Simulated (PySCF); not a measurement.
## Ionisation energy of S²⁺ by level of theory

S²⁺ [Ne] 3s2 3p2 (3P) → S³⁺ [Ne] 3s2 3p1 (2P), as a difference of total energies. All numbers are calculated (PySCF 2.14, the non-relativistic Hamiltonian (point nucleus), in dyall-av3z (19s12p3d2f, 84 functions)). Correlated levels: valence: [Ne] frozen; virtual orbitals above 40 to 60 times the deepest correlated orbital energy dropped. The calculations carry no spin-orbit coupling.

```
           method  ionisation energy (eV)
              UHF                  34.162
    MP2 (valence)                  34.643
SCS-MP2 (valence)                  34.547
   CCSD (valence)                  34.681
CCSD(T) (valence)                  34.713
```

A first-order spin-orbit estimate (lowest level to lowest level, LS coupling) adds -0.009 eV.

Errors of the correlated levels include the incompleteness of this basis and the frozen core.

**Question.** Which method comes closest to the reference value, and which is furthest?

**Answer.** The reference is 34.86 ± 0.04 eV (semi-empirical (NIST evaluation); NIST Atomic Spectra Database, ionization energies). Closest: CCSD(T) (valence) (error -0.156 eV); furthest: UHF (error -0.707 eV), both after the spin-orbit estimate.
